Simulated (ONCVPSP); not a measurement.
# Hardness and transferability of assorted potentials

Generated with ld1.x 7.5 (TM, RRKJ, ultrasoft, PAW), atompaw 4.2 or ONCVPSP 4.0.1. The cutoff is in Ry: for ld1.x and atompaw files where the sum of valence levels is converged to 10 mRy in a Bessel basis, for ONCV files where the hardest occupied wave has 1 mHa per electron of residual kinetic energy. The error is the largest all-electron minus pseudo excitation energy over each file’s own four to seven test configurations (ionisations up to +4, promotions, holes and added fractions of an electron), all of which were solved. The labels leave out finer settings (local radius, basis sizes, second energies), which also bear on the numbers. Spin-polarised tests are not counted. The rows are a selection from randomly drawn settings: files with unsolved tests, undetermined cutoffs or missed reference levels are left out.

A true bound ghost makes a file unfit for plane-wave use even where its test errors are small: the radial tests pick states by their node count and pass the ghost by.

| element | potential | cutoff (Ry) | largest error (meV) | bound ghosts |
| --- | --- | --- | --- | --- |
| Ni | ONCV, PBE, scalar-relativistic, rc 1.50/0.70/1.15 (spd), local smoothed, core correction yes, reference 3s2 3p6 3d8 4s2, qcut 6.9/13.9/10.9, projectors 2/2/2 | 162 | +23 | none |
| As | ONCV, PBE, scalar-relativistic, rc 0.85/1.15/1.05 (spd), local smoothed, core correction yes, reference 3s2 3p6 3d10 4s2 4p3, qcut 15.3/13.6/13.7, projectors 2/2/2 | 169 | -5.3 | none |
| Xe | ONCV, PBEsol, scalar-relativistic, rc 1.05/1.45/1.05 (spd), local smoothed, core correction yes, reference 4s2 4p6 4d10 5s2 5p6, qcut 9.8/10.5/15.5, projectors 2/2/3 | 148 | -20 | none |
| Au | ONCV, PBEsol, scalar-relativistic, rc 1.75/1.45/2.05/0.95 (spdf), local smoothed, core correction yes, reference 4f14 5s2 5p6 5d9 6s2, qcut 5.7/10.4/9.1/19.7, projectors 2/1/2/1 | 324 | +124 | none |

(1) Fill in the row for Pt: ONCV, PBEsol, scalar-relativistic, rc 1.55/1.95/1.55 (spd), local smoothed, core correction no, reference 5s2 5p6 5d9 6p1, qcut 8.2/8.9/6.8, projectors 2/2/2.

(2) Fill in the row for Tl: ONCV, LDA (Perdew-Wang 92), scalar-relativistic, rc 2.15/1.85/1.55/0.85 (spdf), local smoothed, core correction no, reference 4f14 5d10 6s2, qcut 2.6/3.6/8.3/22.3, projectors 2/2/3/2.

## Answers

(1) cutoff 49 Ry, largest error -2359 meV, bound ghosts: p.

(2) cutoff 412 Ry, largest error -1064 meV, bound ghosts: s, p.
